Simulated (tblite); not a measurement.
Compound: C4H11FOSi2.
SMILES with atom numbers: `[CH2:1]=[C:2]([F:3])[CH2:4][Si@:5]([CH3:6])([OH:7])[SiH3:8]` (hydrogens: H9, H10 on C1; H11, H12 on C4; H13, H14, H15 on C6; H16 on O7; H17, H18, H19 on Si8)

Structure optimised with GFN2-xTB, isolated species.

(1) What internal coordinates does the optimisation give?

## Answers

(1) 
```csv
bond,length (Å),order
C1=C2,1.321,double
C2–F3,1.368,single
C2–C4,1.476,single
C4–Si5,1.942,single
Si5–C6,1.910,single
Si5–O7,1.632,single
Si5–Si8,2.307,single
C1–H9,1.075,single
C1–H10,1.073,single
C4–H11,1.086,single
C4–H12,1.091,single
"C6–H13, C6–H14, C6–H15",1.087,single
O7–H16,0.957,single
"Si8–H17, Si8–H18, Si8–H19",1.466,single
```

Bonds in one row agree within 0.01 Å and their mean is given. Orders are formal, as drawn. A selection of angles:
```csv
angle,degrees
C2–C1–H9,121.6
C2–C1–H10,120.5
H9–C1–H10,117.9
C1–C2–F3,118.3
C1–C2–C4,129.1
F3–C2–C4,112.5
C2–C4–Si5,111.1
C2–C4–H11,109.2
C2–C4–H12,108.9
Si5–C4–H11,111.4
Si5–C4–H12,108.0
H11–C4–H12,108.2
C4–Si5–C6,105.4
C4–Si5–O7,108.0
C4–Si5–Si8,113.0
C6–Si5–O7,110.7
C6–Si5–Si8,115.7
O7–Si5–Si8,103.9
Si5–C6–H13,110.7
H13–C6–H14,107.5
Si5–O7–H16,122.0
Si5–Si8–H17,111.1
Si5–Si8–H19,114.0
H17–Si8–H18,106.4
H18–Si8–H19,106.7
```

Dihedral angles: C1–C2–C4–Si5 -111° (anticlinal); C2–C4–Si5–C6 53° (synclinal); H16–O7–Si5–C4 45° (synclinal).

Si5 (oxygen-bound silicon) is distorted tetrahedral (angles from 103.9° to 115.7°). Si8 (SiH3 silicon) is distorted tetrahedral (angles from 106.0° to 114.0°). Of the pairs four or more bonds apart, F3···H16 is among the closest relative to their van der Waals radii: 2.47 Å, 92 % of the sum of Bondi's values. The C–C distances run from 1.321 Å (C1=C2, drawn double) to 1.476 Å (C2–C4, drawn single), a spread of 0.155 Å. The 2 C–Si bonds span 1.910 Å (Si5–C6, drawn single) to 1.942 Å (C4–Si5, drawn single), a spread of 0.032 Å.

Point group: C1 (no symmetry element, even within 0.4 Å). GFN2-xTB frequencies show an imaginary mode (30i cm⁻¹), so the point is no minimum at that level. Torsions: C1–C2–C4–Si5 -111°, C2–C4–Si5–C6 53°, C4–Si5–O7–H 45°.

The numbers are calculated, not measured.
